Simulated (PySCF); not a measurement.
C3H10N3Si2 (doublet state).
Z-matrix (Å and degrees, GFN2-xTB geometry), rows numbered from 1:
```
N 
C   1  1.3861
C   2  1.3572  1  122.52
C   3  1.2313  2  175.78  1   -72.37
Si  4  1.8410  3  169.11  1   103.08
N   5  1.7371  4  114.56  3   122.71
Si  5  2.3028  4  111.45  3     0.71
N   7  1.7296  5  107.71  4   116.14
H   1  1.0094  2  114.75  3    18.05
H   1  1.0085  2  116.18  3   155.25
H   2  1.0790  1  116.31  3   173.70
H   5  1.4748  4  105.07  3  -125.42
H   6  1.0081  5  118.19  4    59.50
H   6  1.0078  5  117.60  4   -74.80
H   7  1.4678  5  115.65  4     1.52
H   7  1.4797  5  111.56  4  -118.62
H   8  1.0078  7  118.05  5    47.57
H   8  1.0078  7  118.70  5  -176.42
```

The hyperfine couplings belong to this conformer and change with its torsions.

As a line formula: `N[CH]C#C[Si@H](N)[SiH2]N` [radical].

Computed, not measured: PySCF 2.14.0, UKS B3LYP, pcH-1 on C H N Si, non-relativistic, mean-field spin-orbit, GIAO. One conformer (not necessarily the lowest) at the GFN2-xTB geometry, without solvent, vibrations or thermal averaging. The geometry wasn't refined by DFT: couplings that depend on bond lengths, twists or pyramidal angles can differ widely from those at the functional's own minimum. No stability test was run, so a lower SCF solution isn't excluded.

Principal values of hyperfine tensors in MHz (contact, dipolar and spin–orbit terms together), for some of the nuclei:

```
atom  isotope      A1      A2      A3
  C3      13C  -65.79  -51.16  -31.54
  C2      13C   -5.11   -4.69  144.19
  C4      13C    7.46   15.33  106.24
 Si7     29Si  -40.45  -33.00  -32.53
  N1      14N    9.48    9.68   40.84
 Si5     29Si   16.25   18.93   20.13
 H10       1H    1.60    8.19   29.88
 H16       1H    6.01    6.04    7.69
```

Q: Give the isotropic coupling of each nucleus in MHz and in mT (g = 2.0027), and the anisotropic part.

A: a_iso = (A1 + A2 + A3)/3, Ti = Ai − a_iso; 1 mT corresponds to 28.030 MHz. The tensors hold a spin–orbit part: the run splits a_iso into a_FC + a_SO, and T includes its anisotropic share.

```json
{"atom": "C3", "a_iso (MHz)": "-49.50", "a_FC": "-49.51", "a_SO": "0.01", "a_iso (mT)": "-1.766", "T1": "-16.29", "T2": "-1.66", "T3": "17.95"}
{"atom": "C2", "a_iso (MHz)": "44.80", "a_FC": "44.85", "a_SO": "-0.05", "a_iso (mT)": "1.598", "T1": "-49.90", "T2": "-49.49", "T3": "99.39"}
{"atom": "C4", "a_iso (MHz)": "43.01", "a_FC": "43.07", "a_SO": "-0.07", "a_iso (mT)": "1.534", "T1": "-35.55", "T2": "-27.68", "T3": "63.23"}
{"atom": "Si7", "a_iso (MHz)": "-35.32", "a_FC": "-35.36", "a_SO": "0.03", "a_iso (mT)": "-1.260", "T1": "-5.12", "T2": "2.33", "T3": "2.80"}
{"atom": "N1", "a_iso (MHz)": "20.00", "a_FC": "20.02", "a_SO": "-0.02", "a_iso (mT)": "0.713", "T1": "-10.52", "T2": "-10.32", "T3": "20.84"}
{"atom": "Si5", "a_iso (MHz)": "18.44", "a_FC": "18.46", "a_SO": "-0.02", "a_iso (mT)": "0.658", "T1": "-2.18", "T2": "0.49", "T3": "1.69"}
{"atom": "H10", "a_iso (MHz)": "13.22", "a_FC": "13.21", "a_SO": "0.01", "a_iso (mT)": "0.472", "T1": "-11.63", "T2": "-5.03", "T3": "16.65"}
{"atom": "H16", "a_iso (MHz)": "6.58", "a_FC": "6.58", "a_SO": "0.00", "a_iso (mT)": "0.235", "T1": "-0.57", "T2": "-0.54", "T3": "1.11"}
```

Q: What spin density at the nucleus of N1 lies behind its contact coupling (g_N = 0.40376)?

A: a_FC = (2μ0/3) gₑ μB g_N μN ρ(0)/(2S·h) = 800.24 MHz × g_N × ρ(0)/(2S), with ρ in bohr⁻³. With a_FC = 20.02 MHz and 2S = 1, ρ(0) = 0.06196 bohr⁻³.

Q: H11 (1H, g_N = 5.58569) isn't in the table. Its spin density at the nucleus is -0.00922 bohr⁻³. What is its contact coupling?

A: By the same relation, a_FC = -41.2 MHz. Its full tensor has the principal values -64.11, -42.48, -17.00 MHz.

Q: Which nucleus of the table has the largest anisotropic coupling, and what is its form?

A: C2: -49.9, -49.5, 99.4 MHz, axial, in the ratio −1:−1:+2, the form that spin in one p orbital centred on that nucleus gives.

Q: In a single crystal, with the field along each principal axis of the tensor of C4 in turn, what first-order splitting does this nucleus give (isotropic g, quadrupole terms neglected)?

A: 2 lines (I = 1/2), spaced by |A_i|/(g × 13.996): 0.27, 0.55, 3.79 mT along the axes of A1, A2 and A3.
